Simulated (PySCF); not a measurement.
**Ionisation energy of Sn by level of theory**

Sn [Kr] 4d10 5s2 5p2 (3P) → Sn⁺ [Kr] 4d10 5s2 5p1 (2P), as a difference of total energies. Calculation: PySCF 2.14, in ANO-RCC-VTZP (7s6p4d2f1g, 68 functions); the spin-free X2C one-electron Hamiltonian (Gaussian nucleus). Correlated levels: valence: [Kr] 4d10 frozen; valence and next inner shell: [Ar] 3d10 frozen. The calculations carry no spin-orbit coupling.

```tsv
method	ionisation energy (eV)	error (eV)
UHF	6.863	-0.526
LDA	7.447	+0.058
PBE	7.290	-0.099
PBE0	7.333	-0.056
r2SCAN	7.427	+0.038
M06-L	7.023	-0.366
PBEsol	7.317	-0.072
BLYP	7.107	-0.282
MP2 (valence)	7.142	-0.247
SCS-MP2 (valence)	7.083	-0.306
MP2 (valence and next inner shell)	7.253	-0.136
SCS-MP2 (valence and next inner shell)	7.150	-0.239
```

Reference: 7.389 eV (measured; NIST levels, between the centres of gravity of the two terms).

Errors of the correlated levels include the incompleteness of this basis and the frozen core.
